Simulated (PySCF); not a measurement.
C₃H₅AlO₂.
Cartesian coordinates in Å at the PBE0-D3(BJ)/def2-SVP level; atoms count from 1:
```xyz
11
C3H5AlO2 angstrom
C      1.353    0.421    0.002
C      1.052   -0.925    0.226
O     -0.108   -1.430    0.245
Al    -1.734   -0.539   -0.011
O     -0.899    1.117   -0.265
C      0.343    1.359   -0.232
H      2.393    0.745    0.008
H      1.885   -1.628    0.404
H     -2.374   -1.014   -1.384
H     -2.532   -0.511    1.360
H      0.632    2.411   -0.405
```

The closed-shell ground state was solved at several levels (PySCF, density fitting, gas phase, non-relativistic).

| level | basis functions | HOMO (eV) | LUMO (eV) | gap (eV) | dipole (D) |
| --- | --- | --- | --- | --- | --- |
| B3LYP/pcSseg-2 | 293 | -7.17 | -2.70 | 4.47 | 4.29 |
| PBE0/pcSseg-1 | 134 | -7.37 | -2.44 | 4.93 | 4.29 |

Problem. What might CAM-B3LYP/def2-SVPD (170 basis functions) give for the same quantities?

Solution. HOMO -8.66 eV, LUMO -1.43 eV, gap 7.23 eV, dipole 4.39 D.

Problem. Over all these levels, which gives the widest orbital gap and which the narrowest?

Solution. CAM-B3LYP/def2-SVPD (range-separated hybrid) has the widest, 7.23 eV, and B3LYP/pcSseg-2 (global hybrid, 20 % exact exchange) the narrowest, 4.47 eV. Functional and basis both differ between the two, so the spread mixes both effects.

Problem. How far do the dipole and the HOMO energy spread over the levels?

Solution. The dipole runs from 4.29 to 4.39 D (mean 4.32 D) and the HOMO from -8.66 to -7.17 eV.
